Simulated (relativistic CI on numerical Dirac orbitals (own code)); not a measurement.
## Co⁴⁺ in a cubic cluster: 3s photoemission with charge transfer

Computed with a charge-transfer multiplet model of a cubic metal-ligand cluster with up to 2 ligand holes, Slater and spin-orbit integrals from Dirac-Coulomb-Breit ions, Slater integrals scaled by 0.8. The ground state mixes d5 with configurations of k ligand holes L, whose averages lie at kΔ + k(k − 1)U_dd/2; a core hole lowers each added d electron by U_cd. 20 K, Lorentzian 1.4 eV and Gaussian 0.8 eV FWHM.

Atomic integrals in eV (Slater integrals scaled, ζ unscaled), ground: F2dd 10.866, F4dd 6.824, zeta_d 0.080; with the core hole: F2dd 11.602, F4dd 7.319, zeta_d 0.090, G2cd 11.207.

Cluster parameters (eV): U_dd = 7.2, U_cd = 8.7, 10Dq = 1.85, 10Dq(ligand) = 0.7, V(eg) = 3.15, V(t2g) = -1.43, final-state hopping factor = 1.

```
     Case   n_d    d5   d6L  d7L2     S
Δ = -1 eV  5.89  0.27  0.57  0.16  0.53
 Δ = 0 eV  5.81  0.32  0.55  0.13  0.54
 Δ = 1 eV  5.74  0.37  0.53  0.11  0.55
```

Weights, n_d and S are thermal averages at 20 K. Binding energies count from the first peak over 30 % of the highest in each spectrum, which can be another peak from case to case. The parameters are a model scan and need not match a compound or its usual spin state. Peaks in eV (height, largest 100):
- Δ = -1 eV: 0.0 (100), 3.9 (31), 5.5 (27), 8.1 (19), 14.2 (12), 16.9 (7), 19.6 (8)
- Δ = 0 eV: 0.0 (100), 3.9 (29), 5.6 (26), 8.2 (18), 14.1 (12), 16.7 (7), 19.4 (8)
- Δ = 1 eV: 0.0 (100), 3.9 (29), 5.8 (25), 8.4 (17), 14.1 (14), 16.8 (7), 19.2 (8)

For the case Δ = 0 eV, Δ = 0 eV is smaller than U_dd = 7.2 eV, the charge-transfer side of the Zaanen-Sawatzky-Allen scheme. With the core hole the configuration with one ligand hole lies at Δ − U_cd = -9.7, -8.7, -7.7 eV from the one without, in the order of the table; where this is negative the screened configuration lies lower.

With at most 2 ligand holes the space is cut while the next configuration still counts, so covalency is underestimated, and a final configuration with one more ligand hole, which can lie low, is missing from the spectra.

Without intra-shell correlation the exchange splitting of the 3s hole comes out too large.
